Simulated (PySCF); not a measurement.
Lu²⁺ (lutetium, charge +2) across methods

[Xe] 4f14 6p1, 2P determinant (an excited configuration). Calculation: PySCF 2.14, in x2c-TZVPPall (11s7p7d2f2g, 99 functions); the spin-free X2C one-electron Hamiltonian (Gaussian nucleus).

```
 method   E (hartree)  mean ε 4f α (eV)  mean ε 4f β (eV)  mean ε 6p α (eV)  Σ⟨r²⟩ (bohr²)   ⟨S²⟩
    LDA     -14552.94           -28.372           -28.342           -13.586          47.53  0.750
 r2SCAN     -14562.67           -28.053           -28.010           -13.642          47.63  0.750
    PBE     -14562.57           -27.996           -27.967           -13.630          47.74  0.750
    UHF  -14557.53707           -40.914           -40.884           -15.037          48.90  0.750
   PBE0     -14562.33           -31.418           -31.390           -14.097          47.86  0.750
r2SCANh     -14562.57           -29.427           -29.385           -13.819          47.68  0.750
   BLYP     -14563.48           -27.818           -27.789           -13.475          47.70  0.750
```

(1) Estimate the same row for B3LYP.

Spin-orbit coupling, absent here, splits the open shell strongly.

Results:

(1) E (hartree) = -14562.86; mean ε 4f α (eV) = -30.754; mean ε 4f β (eV) = -30.725; mean ε 6p α (eV) = -13.984; Σ⟨r²⟩ (bohr²) = 47.76; ⟨S²⟩ = 0.750.
